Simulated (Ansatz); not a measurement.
Other settings, tried on the cluster Li2I2⁻ (the lowest doublet isomer of a short search).

```yaml
crystal:
  periodic: [false, false, false]
  atoms:
    - {symbol: Li, position_ang: [1.728741, -2.585516, 0.373190]}
    - {symbol: Li, position_ang: [-0.646792, 0.758844, -0.108852]}
    - {symbol: I, position_ang: [-2.942293, 1.778455, -0.257186]}
    - {symbol: I, position_ang: [1.860343, 0.048218, -0.007153]}
basis:
  gaussian: {orbitals: def2-TZVPD}
total_charge: -1
magnetization: {spin_polarized: true, initial_magnetization: 1}
hamiltonian: {xc: {name: B97}}
```

```sh
$ ansatz run in.yaml --threads 4 --pin off --events-out ev --progress --plain --max-ram 3916MiB
```

Shortened log:

```
Functional definition: B97
1216 factors; their error is unknown
mean field evaluation 1: about -16619.1531 eV, gradient 7.0e0 eV
mean field evaluation 2: about -16619.2115 eV, gradient 6.6e0 eV
mean field evaluation 4: about -16619.3569 eV, gradient 2.7e-1 eV
mean field evaluation 8: about -16619.7283 eV, gradient 4.9e-1 eV
mean field evaluation 16: about -16619.7287 eV, gradient 1.0e-4 eV
mean field -16619.72872840 eV, -610.7637655118 hartree, gradient 1.2e-5 eV, S^2 0.750336; 0 other end points of the search recorded, 0 dependent functions left out
reference -16619.72878987 eV, -610.7637677709 hartree; 29, 28 occupied and 123, 124 virtual orbitals, 1216 factors
Total energy: -16619.72878987 eV, -610.7637677709 hartree
```

Run time 7.5 s (4 threads of Arm Neoverse V1 on a shared host), peak host memory 0.63 GiB.

In the def2 sets I takes a core potential; there is no spin–orbit coupling.
